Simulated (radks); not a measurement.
Exchange energies: the exact (Fock) value of the Kohn-Sham orbitals and density-functional approximations, as 100 (|E| - |E exact|)/|E exact|, negative where the magnitude is too small. Species: Pt49+ [Ar] 3d10 4s1; P [Ne] 3s2 3p3; Yb [Xe] 4f14 6s2; C3+ [He] 2s1. All-electron calculation, non-relativistic Kohn-Sham, exchange-only PBE, spin-polarised, spherical densities, point nucleus. Program: a radial shooting solver on a logarithmic mesh with Libxc functionals. Every spin shell is full or empty, so the densities are truly spherical. Functionals are evaluated on that one density, not self-consistently.

functional          Pt49+         P        Yb       C3+
exact (hartree)  -235.962  -22.5812  -275.731  -3.94063
LDA                 -5.26     -8.07     -3.79    -13.31
B88                 -0.14     +0.02     +0.35     -0.30
PBE                 -0.62     -0.51     -0.07     -1.27
RPBE                -0.36     +0.08     +0.06     +0.34
PW86                -0.40     +0.57     -0.04     +0.46
AM05                -4.79     -7.04     -3.57    -10.39
EV93                -0.22     +1.36     -0.19     +4.41
APBE                +0.12     +0.65     +0.56     +0.29
SCAN                +0.04     +0.30     +0.30     -0.10
r2SCAN              -0.23     +0.05     +0.05     -0.14
MVS                 -0.11     -0.19     +0.25     -0.23
